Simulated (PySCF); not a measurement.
## Worked example: oscillator strength and radiative lifetime

Ti(F)3(OH)(OH2) (F3H3O2Ti), SMILES [OH][Ti](<-[OH2])([F])([F])[F], multiplicity 1.

The structure is a stationary point at B3LYP-D3(BJ)/def2-SVP. The multiplicity is an assumed one; other spin states were not compared. One conformer was computed; it need not be the lowest.

TDDFT-PBE/def2-SVPD in PySCF puts the first singlet state with f over 0.02 at 5.73 eV (vertical), with the transition dipole (-0.273, -0.173, 0.343) in atomic units.

Find the oscillator strength, the wavelength and the radiative lifetime that this transition would have in vacuum if emission retraced absorption.


|μ|² = 0.2221 au, so |μ| = 1.20 D. ΔE = 5.73/27.211 = 0.2106 hartree. f = (2/3) ΔE |μ|² = 0.031 (the program prints 0.031).
λ = 1239.84/5.73 = 216 nm; ν = 46216 cm⁻¹.
Einstein's coefficient A = 0.6670 ν² f s⁻¹ (ν in cm⁻¹) = 4.4e7 s⁻¹, so τ = 1/A = 23 ns. This state is S6; the lower singlets have f = 0.001, 0.002, 0.003, 0.003, 0.002. The figure is the radiative limit of this one transition; relaxation, internal conversion, crossing to triplets and a medium change what is measured.
